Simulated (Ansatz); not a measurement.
Ansatz (a program for electronic structure) input (CCSD(T)/def2-SVPD):

Ansatz 0.2 input:
```yaml
crystal:
  periodic: [false, false, false]
  atoms:
    - {symbol: Sc, position_ang: [0.43927045, 0.01866351, -0.05521046]}
    - {symbol: F, position_ang: [-0.67931969, 1.11072508, -0.88016194]}
    - {symbol: F, position_ang: [-0.34564468, -1.15427328, 1.00898635]}
basis:
  gaussian:
    orbitals: def2-SVPD
total_charge: 1
magnetization: {spin_polarized: false}
correlation: {method: ccsd_t, electrons: outside_noble_gas}
output: {forces: true}
```

End of the output:

```
mean field: 0.22 GiB planned
mean field evaluation 1: about -26063.9937 eV, gradient 8.6e1 eV
mean field evaluation 2: about -26064.0506 eV, gradient 8.6e1 eV
mean field evaluation 4: about -26076.5104 eV, gradient 3.9e0 eV
mean field evaluation 8: about -26076.5926 eV, gradient 2.2e-1 eV
mean field evaluation 16: about -26065.4708 eV, gradient 8.5e1 eV
mean field -26076.59293576 eV, -958.2971150395 hartree, gradient 1.8e-6 eV, S^2 0.000000; 0 other end points of the search recorded, 0 dependent functions left out
11 core orbitals not correlated
reference -26076.59293576 eV, -958.2971150395 hartree; 8, 8 occupied and 61, 61 virtual orbitals, 812 factors
densities: 0.25 GiB planned
second order -12.45845353 eV of doubles, -0.00000000 eV of singles
coupled cluster: 0.19 GiB planned
cycle   1  -11.73689636 eV  change    7.2e-1 eV  update   1.5e-1
cycle   2  -12.19470019 eV  change   -4.6e-1 eV  update   7.0e-2
cycle   3  -12.26533290 eV  change   -7.1e-2 eV  update   2.6e-2
cycle   4  -12.26768538 eV  change   -2.4e-3 eV  update   6.8e-3
cycle   5  -12.26032858 eV  change    7.4e-3 eV  update   1.9e-3
cycle   6  -12.26009535 eV  change    2.3e-4 eV  update   7.8e-4
cycle   7  -12.26063822 eV  change   -5.4e-4 eV  update   3.2e-4
cycle   8  -12.26058496 eV  change    5.3e-5 eV  update   9.6e-5
cycle   9  -12.26055508 eV  change    3.0e-5 eV  update   3.8e-5
cycle  10  -12.26058650 eV  change   -3.1e-5 eV  update   1.5e-5
cycle  11  -12.26057461 eV  change    1.2e-5 eV  update   5.1e-6
perturbative correction -0.39106892 eV, -0.0143715179 hartree
the calculation of the forces begins
Total energy: -26089.24457929 eV, -958.7620543638 hartree
Atom 0 at     0.439270     0.018664    -0.055210 Å, force     0.968408     0.041145    -0.121716 eV/Å
Atom 1 at    -0.679320     1.110725    -0.880162 Å, force    -0.583513     0.653541    -0.501394 eV/Å
Atom 2 at    -0.345645    -1.154273     1.008986 Å, force    -0.384895    -0.694686     0.623110 eV/Å
Dipole moment:     1.402852     0.059604    -0.176320 e Å
```

The spin state was set by rule; other spins were not relaxed.
